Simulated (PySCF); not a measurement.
## C₆ coefficients of unlike pairs at UHF

Calculated with PySCF 2.14 from the dipole response of each species, C₆(A,B) = (3/π) ∫ α_A(iu) α_B(iu) du, in atomic units, from isotropic polarisabilities. For ions this is the dispersion term alone; charge-induced terms of lower order in 1/R come first.

```csv
species,configuration,basis,relativity,α (bohr³),C₆ (like pair)
Ni²⁺,[Ar] 3d8 (3F),aug-cc-pVTZ (8s7p5d3f2g),none,2.571,7.057
Te,[Kr] 4d10 5s2 5p4 (3P),aug-cc-pVTZ-PP with ECP28MDF (6s5p4d2f),core potential,37.96,410.3
Ta⁺,[Xe] 4f14 5d3 6s1 (5F),def2-QZVPPD with the def2 core potential (60 electrons) (7s6p4d3f2g),core potential,52.66,475.3
Tc²⁺,[Kr] 4d5 (6S),aug-cc-pwCVDZ-PP with ECP28MDF (6s6p5d3f),core potential,8.065,42.87
```

(1) Estimate C₆ for Tc²⁺ with Te.

No spin-orbit coupling is included.

The other pairs:

| pair | C₆ |
| --- | --- |
| Ta⁺, Ni²⁺ | 44.22 |
| Tc²⁺, Ta⁺ | 123.1 |
| Ta⁺, Te | 433.0 |
| Tc²⁺, Ni²⁺ | 16.90 |
| Te, Ni²⁺ | 44.21 |

Results:

(1) The integral gives 121.9. The combination rule 2 C_A C_B / (C_A α_B/α_A + C_B α_A/α_B) gives 121.7 and the geometric mean 132.6.
